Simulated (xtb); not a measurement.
HAl, charge +1, doublet, from a rough starting geometry (GFN-xTB shapes and energies of metal compounds can be far from the true ones) (a state made from the parent by changing its charge; the spin is typed, not shown lowest); xtb with GFN2-xTB.

The xtb input:
```
$ xtb mol.xyz --gfn 2 --chrg 1 --uhf 1 --opt vtight --json

# file mol.xyz
2

Al     0.45143300     0.10090143    -0.63415889
H     -0.45709158    -0.08633423     0.63631119
```

Output, abridged:

```
   ID    Z sym.   atoms
    1   13 Al     1
    2    1 H      2

           -------------------------------------------------
          |                Calculation Setup                |
           -------------------------------------------------

           -------------------------------------------------
          |                 G F N 2 - x T B                 |
           -------------------------------------------------

          ...................................................
          :                      SETUP                      :
          :.................................................:
          :  # basis functions                  11          :
          :  # atomic orbitals                  10          :
          :  # shells                            4          :
          :  # electrons                         3          :
          :  max. iterations                   250          :
          :  Hamiltonian                  GFN2-xTB          :
          :  restarted?                      false          :
          :  GBSA solvation                  false          :
          :  PC potential                    false          :
          :  electronic temp.          300.0000000     K    :
          :  accuracy                    1.0000000          :
          :  -> integral cutoff          0.2500000E+02      :
          :  -> integral neglect         0.1000000E-07      :
          :  -> SCF convergence          0.1000000E-05 Eh   :
          :  -> wf. convergence          0.1000000E-03 e    :
          :  Broyden damping             0.4000000          :
          :  net charge                          1          :
          :  unpaired electrons                  1          :
          ...................................................

 iter      E             dE          RMSdq      gap      omega  full diag
   1     -0.9818656 -0.981866E+00  0.216E+01    2.80       0.0  T
   2     -1.0021453 -0.202797E-01  0.160E+01    2.59       1.0  T
   3     -1.0025368 -0.391512E-03  0.839E+00    2.43       1.0  T
   4     -1.0038541 -0.131728E-02  0.140E+00    2.32       1.0  T
   5     -1.0040611 -0.206989E-03  0.230E+00    2.51       1.0  T
   6     -1.0043708 -0.309769E-03  0.755E-02    2.50       1.0  T
   7     -1.0043709 -0.455187E-07  0.610E-02    2.49       1.2  T
   8     -1.0043711 -0.248308E-06  0.244E-03    2.49      29.0  T
   9     -1.0043711 -0.477502E-09  0.955E-04    2.49      74.0  T
[...]
         :: total energy              -0.999103452739 Eh    ::
 * total energy  :    -0.9991035 Eh     change       -0.4608758E-11 Eh
 * total energy  :    -0.9991106 Eh     change       -0.7181247E-05 Eh
 * total energy  :    -0.9991108 Eh     change       -0.1181266E-06 Eh
 * total energy  :    -0.9991108 Eh     change       -0.6236400E-10 Eh
   *** GEOMETRY OPTIMIZATION CONVERGED AFTER 4 ITERATIONS ***
         :: total energy              -0.999110752180 Eh    ::
[...]
         4                         -0.5665519             -15.4167
         5                         -0.5478388             -14.9075
         6                         -0.4914572             -13.3732
         7                         -0.4914572             -13.3732
         8                         -0.4752839             -12.9331
         9                         -0.4752839             -12.9331
        10                          0.4307639              11.7217
      -------------------------------------------------------------
                  HL-Gap            0.0916877 Eh            2.4949 eV
             Fermi-level           -0.6608222 Eh          -17.9819 eV

     #   Z          covCN         q      C6AA      α(0)
     1  13 Al       0.877     0.902   317.405    46.445
     2   1 H        0.877     0.098     1.813     2.108

 Mol. C6AA /au·bohr⁶  :        361.890744
 Mol. C8AA /au·bohr⁸  :      31894.798925
 Mol. α(0) /au        :         48.553295

Wiberg/Mayer (AO) data.
largest (>0.10) Wiberg bond orders for each atom

 ---------------------------------------------------------------------------
     #   Z sym  total        # sym  WBO       # sym  WBO       # sym  WBO
 ---------------------------------------------------------------------------
     1  13 Al   0.931 --     2 H    0.931
     2   1 H    0.931 --     1 Al   0.931
 ---------------------------------------------------------------------------

Topologies differ in total number of bonds
Writing topology from bond orders to xtbtopo.mol

molecular dipole:
                 x           y           z       tot (Debye)
 q only:        0.682       0.155      -0.959
   full:        0.733       0.166      -1.031       3.244
molecular quadrupole (traceless):
                xx          xy          yy          xz          yz          zz
 q only:       -0.007       0.239      -1.039      -1.523      -0.335       1.046
  q+dip:       -0.007       0.354      -1.568      -2.296      -0.496       1.574
   full:       -0.008      -0.087       0.477       0.692       0.120      -0.469

optimized geometry written to: xtbopt.xyz

           -------------------------------------------------
          | TOTAL ENERGY               -0.999110752180 Eh   |
          | GRADIENT NORM               0.000000087429 Eh/α |
          | HOMO-LUMO GAP               2.494948808673 eV   |
           -------------------------------------------------

normal termination of xtb
```
